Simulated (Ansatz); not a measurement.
## Molecular dynamics of FGe2H7O3

Input file:

```yaml
crystal:
  periodic: [false, false, false]
  atoms:
    - { symbol: Ge, position_ang: [0.242556, 0.31602, 0.008338] }
    - { symbol: Ge, position_ang: [0.078262, 0.019646, 2.824823] }
    - { symbol: H, position_ang: [-1.452132, -0.253316, 2.805465] }
    - { symbol: H, position_ang: [0.827502, -1.324474, 2.985004] }
    - { symbol: H, position_ang: [0.364434, 0.904219, 4.075972] }
    - { symbol: O, position_ang: [1.692174, -0.183932, -0.887446] }
    - { symbol: H, position_ang: [1.568555, -1.125792, -1.122823] }
    - { symbol: O, position_ang: [-0.965369, 1.402824, -0.728864] }
    - { symbol: H, position_ang: [-1.61911, 0.841454, -1.191662] }
    - { symbol: O, position_ang: [-0.577378, -1.311803, 0.085599] }
    - { symbol: H, position_ang: [-1.391121, -1.287101, 0.625218] }
    - { symbol: F, position_ang: [1.194059, 1.899815, 0.699487] }
    - { symbol: H, position_ang: [0.794269, 1.242641, 1.656188] }
basis:
  gaussian: { orbitals: def2-SVP }
hamiltonian:
  xc: pbe
md:
  timestep: 0.5
  n_steps: 200
  ensemble: nve
  temperature: 100.0
  initial_velocities: maxwell_boltzmann
  seed: 7713
```

Launched with:

```bash
$ ansatz run input.yaml --threads 4 --pin off --max-ram 5120MiB --backend cpu --events-out ev --progress --plain --runs-dir out
```

It starts at the highest image of a converged band. Of that band: Neighbouring images differ by up to 1.2 eV, so the band resolves the path poorly. A vibrational analysis at the climbing image gives one clearly imaginary mode, 818i cm⁻¹: a first-order saddle point.

Output, in part (one step line in 7, the closing report, with atoms numbered from 0):

```
md step     0: t =     0.00 fs  T =   100.0 K  F+E_penalty+E_count = -121961.65427411 eV  E_kin = 0.142186 eV  conserved = -121961.51208811 eV  (31 SCF iters)
md step     7: t =     3.50 fs  T =    81.4 K  F+E_penalty+E_count = -121961.62753930 eV  E_kin = 0.115675 eV  conserved = -121961.51186425 eV  (32 SCF iters)
md step    14: t =     7.00 fs  T =    64.8 K  F+E_penalty+E_count = -121961.60384352 eV  E_kin = 0.092087 eV  conserved = -121961.51175675 eV  (32 SCF iters)
md step    21: t =    10.50 fs  T =    59.0 K  F+E_penalty+E_count = -121961.59569093 eV  E_kin = 0.083907 eV  conserved = -121961.51178367 eV  (32 SCF iters)
md step    28: t =    14.00 fs  T =    77.0 K  F+E_penalty+E_count = -121961.62148164 eV  E_kin = 0.109512 eV  conserved = -121961.51196945 eV  (32 SCF iters)
md step    35: t =    17.50 fs  T =   100.5 K  F+E_penalty+E_count = -121961.65491215 eV  E_kin = 0.142900 eV  conserved = -121961.51201191 eV  (31 SCF iters)
md step    42: t =    21.00 fs  T =   108.2 K  F+E_penalty+E_count = -121961.66568514 eV  E_kin = 0.153902 eV  conserved = -121961.51178344 eV  (31 SCF iters)
md step    49: t =    24.50 fs  T =   129.6 K  F+E_penalty+E_count = -121961.69606243 eV  E_kin = 0.184232 eV  conserved = -121961.51183070 eV  (32 SCF iters)
md step    56: t =    28.00 fs  T =   151.5 K  F+E_penalty+E_count = -121961.72718082 eV  E_kin = 0.215357 eV  conserved = -121961.51182374 eV  (32 SCF iters)
md step    63: t =    31.50 fs  T =   202.8 K  F+E_penalty+E_count = -121961.80039985 eV  E_kin = 0.288329 eV  conserved = -121961.51207119 eV  (31 SCF iters)
md step    70: t =    35.00 fs  T =   248.8 K  F+E_penalty+E_count = -121961.86566065 eV  E_kin = 0.353723 eV  conserved = -121961.51193801 eV  (30 SCF iters)
md step    77: t =    38.50 fs  T =   295.8 K  F+E_penalty+E_count = -121961.93234155 eV  E_kin = 0.420599 eV  conserved = -121961.51174214 eV  (31 SCF iters)
md step    84: t =    42.00 fs  T =   348.8 K  F+E_penalty+E_count = -121962.00785080 eV  E_kin = 0.495945 eV  conserved = -121961.51190627 eV  (30 SCF iters)
md step    91: t =    45.50 fs  T =   401.1 K  F+E_penalty+E_count = -121962.08242626 eV  E_kin = 0.570366 eV  conserved = -121961.51206058 eV  (31 SCF iters)
md step    98: t =    49.00 fs  T =   455.7 K  F+E_penalty+E_count = -121962.15983982 eV  E_kin = 0.647876 eV  conserved = -121961.51196426 eV  (30 SCF iters)
md step   105: t =    52.50 fs  T =   501.9 K  F+E_penalty+E_count = -121962.22533335 eV  E_kin = 0.713608 eV  conserved = -121961.51172553 eV  (30 SCF iters)
md step   112: t =    56.00 fs  T =   553.2 K  F+E_penalty+E_count = -121962.29838771 eV  E_kin = 0.786523 eV  conserved = -121961.51186513 eV  (30 SCF iters)
md step   119: t =    59.50 fs  T =   594.2 K  F+E_penalty+E_count = -121962.35687283 eV  E_kin = 0.844809 eV  conserved = -121961.51206401 eV  (28 SCF iters)
md step   126: t =    63.00 fs  T =   634.5 K  F+E_penalty+E_count = -121962.41430146 eV  E_kin = 0.902177 eV  conserved = -121961.51212492 eV  (29 SCF iters)
md step   133: t =    66.50 fs  T =   665.6 K  F+E_penalty+E_count = -121962.45819869 eV  E_kin = 0.946358 eV  conserved = -121961.51184061 eV  (28 SCF iters)
md step   140: t =    70.00 fs  T =   704.0 K  F+E_penalty+E_count = -121962.51272993 eV  E_kin = 1.001033 eV  conserved = -121961.51169719 eV  (28 SCF iters)
md step   147: t =    73.50 fs  T =   734.2 K  F+E_penalty+E_count = -121962.55586625 eV  E_kin = 1.043968 eV  conserved = -121961.51189834 eV  (28 SCF iters)
md step   154: t =    77.00 fs  T =   757.3 K  F+E_penalty+E_count = -121962.58895813 eV  E_kin = 1.076809 eV  conserved = -121961.51214896 eV  (29 SCF iters)
md step   161: t =    80.50 fs  T =   763.0 K  F+E_penalty+E_count = -121962.59701223 eV  E_kin = 1.084840 eV  conserved = -121961.51217259 eV  (28 SCF iters)
md step   168: t =    84.00 fs  T =   742.9 K  F+E_penalty+E_count = -121962.56808993 eV  E_kin = 1.056253 eV  conserved = -121961.51183676 eV  (30 SCF iters)
md step   175: t =    87.50 fs  T =   736.1 K  F+E_penalty+E_count = -121962.55833194 eV  E_kin = 1.046582 eV  conserved = -121961.51174961 eV  (29 SCF iters)
md step   182: t =    91.00 fs  T =   712.8 K  F+E_penalty+E_count = -121962.52534272 eV  E_kin = 1.013464 eV  conserved = -121961.51187841 eV  (31 SCF iters)
md step   189: t =    94.50 fs  T =   706.5 K  F+E_penalty+E_count = -121962.51663562 eV  E_kin = 1.004577 eV  conserved = -121961.51205830 eV  (28 SCF iters)
md step   196: t =    98.00 fs  T =   697.3 K  F+E_penalty+E_count = -121962.50344456 eV  E_kin = 0.991393 eV  conserved = -121961.51205144 eV  (27 SCF iters)
md step   200: t =   100.00 fs  T =   684.0 K  F+E_penalty+E_count = -121962.48439263 eV  E_kin = 0.972550 eV  conserved = -121961.51184265 eV  (31 SCF iters)
Total energy: -121962.48443476 eV, -4482.0386338362 hartree
Atom 0 at     0.053260    -0.053167     0.279345 Å, force     0.072697     0.667871    -2.599772 eV/Å
Atom 1 at     0.062057     0.111348     2.538371 Å, force    -0.075055    -0.107110     1.969441 eV/Å
Atom 2 at    -1.196407    -0.590847     3.112226 Å, force    -0.069956     0.028857    -0.013855 eV/Å
Atom 3 at     1.255378    -0.694805     3.053495 Å, force     0.316127    -0.141381     0.190818 eV/Å
Atom 4 at     0.135657     1.543448     3.063980 Å, force     0.006174     0.243404     0.015640 eV/Å
Atom 5 at     1.494087     0.109769    -0.778712 Å, force     0.492337    -0.641082     0.259692 eV/Å
Atom 6 at     1.905987    -0.780362    -0.859850 Å, force    -0.073337     0.342626    -0.110796 eV/Å
Atom 7 at    -0.822617     1.385932    -0.306679 Å, force    -0.403020     0.392827    -0.411492 eV/Å
Atom 8 at    -0.652210     1.488349    -1.274973 Å, force    -0.043737    -0.140821     0.563315 eV/Å
Atom 9 at    -0.634164    -1.534959    -0.438343 Å, force    -0.059148    -0.548024    -0.134255 eV/Å
Atom 10 at    -1.260141    -2.032757     0.111887 Å, force    -0.121795     0.019795     0.171816 eV/Å
Atom 11 at     1.925689     2.726304     0.857877 Å, force    -0.179964     0.981810    -0.112783 eV/Å
Atom 12 at     1.701380     3.629459     0.643450 Å, force     0.138676    -1.098771     0.212232 eV/Å
Dipole moment:    -0.006003     0.038894     0.225191 e Å
```

All steps were run. The conserved energy stayed within 0.031 meV per atom of its start (net change 0.019 meV per atom), so the integration is sound. The kinetic energy rose, since the run started high on the potential surface and went downhill. It ends in pieces (FH + Ge2H6O3), so much of that is their flight and rotation, not heat. A run of 0.1 ps of so small a system gives no equilibrium averages. The orbitals stay closed-shell, which can raise the energy where a bond breaks towards radicals; this wasn't checked here.

Between its relaxed ends the band would form Ge1–F12, Ge2–H13 and break Ge1–Ge2, F12–H13. These pairs go: Ge1–F12 1.97 → 3.40 Å, Ge2–H13 1.84 → 4.32 Å, Ge1–Ge2 2.84 → 2.27 Å, F12–H13 1.23 → 0.96 Å. In the last frame they stand as before the step (other bonds may differ from the relaxed reactants and products). It ends as FH + Ge2H6O3. Pairs count as bonded within 1.25 times the sum of covalent radii (0.12 Å more for H–H).

Last frame:

```xyz
13
Properties=species:S:1:pos:R:3
Ge 0.053 -0.053 0.279
Ge 0.062 0.111 2.538
H -1.196 -0.591 3.112
H 1.255 -0.695 3.054
H 0.136 1.543 3.064
O 1.494 0.110 -0.779
H 1.906 -0.780 -0.860
O -0.823 1.386 -0.307
H -0.652 1.488 -1.275
O -0.634 -1.535 -0.438
H -1.260 -2.033 0.112
F 1.926 2.726 0.858
H 1.701 3.630 0.643
```

Run time: 6.8 min on 4 threads of Arm Neoverse V2 (shared host), peak memory 0.24 GiB.
